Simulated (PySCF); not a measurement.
A side-by-side comparison of computed properties.

First species: 2,3,3-trimethylbutanenitrile, C7H13N.
SMILES: `CC(C)(C)[C@H](C)C#N`

Second species: C7H13N.
Numbering: `[H]/[N:8]=[CH:7]/[C@@H:5]([CH2:4]/[CH:3]=[CH:2]/[CH3:1])[CH3:6]` (hydrogens: H9, H10, H11 on C1; H12 on C2; H13 on C3; H14, H15 on C4; H16 on C5; H17, H18, H19 on C6; H20 on C7; H21 on N8)

Levels: CAM-B3LYP/def2-SVPD for dipole moment, HOMO energy, LUMO energy, HOMO–LUMO gap, static isotropic polarisability and electronic spatial extent ⟨r²⟩ about the centre of nuclear charge; TDDFT CAM-B3LYP/def2-SVPD for lowest singlet excitation; PBE0-D3(BJ)/def2-SVP for rotational constant A and rotational constant C. Geometries: PBE0-D3(BJ)/def2-SVP. Each structure is a single optimised conformer of the isolated species, non-relativistic unless stated. Electronic properties by PySCF.

The conformers computed, where there is a choice (atom-mapped SMILES and torsion angles):
- `[CH3:1][C@H:2]([C:3]#[N:4])[C:5]([CH3:6])([CH3:7])[CH3:8]`: C1–C2–C5–C6 63°
- `[H]/[N:8]=[CH:7]/[C@@H:5]([CH2:4]/[CH:3]=[CH:2]/[CH3:1])[CH3:6]`: C2–C3–C4–C5 -114°, C3–C4–C5–C6 -61°, C4–C5–C7–N8 114°

Values for the first species:

| Property | Result |
| --- | --- |
| Dipole moment | 4.13 D |
| HOMO energy | -10.38 eV |
| LUMO energy | 0.97 eV |
| HOMO–LUMO gap | 11.35 eV |
| Lowest singlet excitation | 7.66 eV |
| Static isotropic polarisability | 87.0 au |
| Electronic spatial extent ⟨r²⟩ about the centre of nuclear charge | 1038 bohr² |
| Rotational constant A | 2.655 GHz |
| Rotational constant C | 1.363 GHz |

Estimate the same properties for the second species, and the change in each.

```
                                                         property       first      second  second less first
                                                    dipole moment      4.13 D      2.20 D            -1.93 D
                                                      HOMO energy   -10.38 eV    -8.32 eV           +2.06 eV
                                                      LUMO energy     0.97 eV     1.02 eV           +0.05 eV
                                                    HOMO–LUMO gap    11.35 eV     9.34 eV           -2.01 eV
                                        lowest singlet excitation     7.66 eV     5.35 eV           -2.31 eV
                                  static isotropic polarisability     87.0 au     94.6 au            +7.6 au
electronic spatial extent ⟨r²⟩ about the centre of nuclear charge  1038 bohr²  1376 bohr²         +338 bohr²
                                            rotational constant A   2.655 GHz   2.974 GHz         +0.319 GHz
                                            rotational constant C   1.363 GHz   0.920 GHz         -0.443 GHz
```

On the first: No computed singlet falls in the visible range (750 to 380 nm, 1.65 to 3.26 eV); S1 lies 4.40 eV above its blue end. S1 lies 3.69 eV below the HOMO–LUMO gap.

On the second: The polarisability is 14.02 Å³ as a volume (1 au = 0.148185 Å³), or 1.53 au for each of the 62 electrons. No computed singlet falls in the visible range (750 to 380 nm, 1.65 to 3.26 eV); S1 lies 2.09 eV above its blue end.
